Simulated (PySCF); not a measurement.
Bonds (- single, = double, # triple, : aromatic): C1-C2, C2=O3, C2-C4, C4:N5, N5:N6, N6:N7, N7:C8, C8-Si9, C8:C4. C1 carries H10, H11, H12; N6 carries H13; Si9 carries H14, H15, H16.

- PBE0/pcSseg-1 with gauge-including orbitals
- structure optimised with GFN2-xTB
- code: PySCF 2.14.0 with density-fitted response routines
- in vacuum, rapidly exchanging positions averaged, one computed conformer, no relativistic terms

Scale: 13C (186.93 ppm), 1H (31.72 ppm), 29Si (349.16 ppm) against TMS; H2O for 17O (336.08 ppm); 15N (267.73 ppm) against NH3 (reference shieldings calculated alike).

| atoms | nucleus | count | Hirshfeld charge | δ (ppm) |
| --- | --- | --- | --- | --- |
| H10/H11/H12 | 1H | 3 | 0.06 | ? |
| O3 | 17O | 1 | -0.19 | 637.8 |
| N6 | 15N | 1 | 0.05 | 271.1 |
| N5 | 15N | 1 | -0.12 | ? |
| H13 | 1H | 1 | 0.17 | ? |
| C2 | 13C | 1 | 0.17 | 200.0 |
| Si9 | 29Si | 1 | 0.30 | -83.7 |
| C8 | 13C | 1 | -0.06 | 151.4 |
| N7 | 15N | 1 | -0.13 | 378.8 |
| C1 | 13C | 1 | -0.12 | 29.3 |
| H14/H15/H16 | 1H | 3 | -0.08 | ? |
| C4 | 13C | 1 | 0.00 | 157.9 |

Question: Estimate the values marked ?.

Answer: 
- H13: 11.26 ppm, hydrogen on a pyrrole-type ring nitrogen; exchangeable; this is the value without hydrogen bonding to other molecules
- H14/H15/H16: 4.65 ppm, hydrogen on a silicon bonded to C
- H10/H11/H12: 2.80 ppm, hydrogen on a methyl carbon α to a carbonyl; α to C=O
- N5: 366.8 ppm, pyridine-type nitrogen of an azole

The OH or NH signal is concentration- and solvent-dependent in practice; the value given is the gas-phase one. Shifts are as computed. Against solution values, carbons near 30 ppm lie about +3 ppm off and those near 130 ppm about +5 ppm. Of 1211 compounds with measured shifts, 218 miss one by over three times the rms of a fit or turn the order of signals round; such compounds aren't used in these exercises. Unscaled 17O shifts of doubly bonded oxygen tend to come out too high, by tens of ppm or more. Experimental scales use liquid or dissolved standards, which lie at an offset from isolated NH3 (liquid NH3: subtract about 20 ppm) and H2O (liquid H2O: subtract about 36 ppm). Unscaled 15N shifts of sp2 nitrogen come out 20 to 40 ppm too high even then.
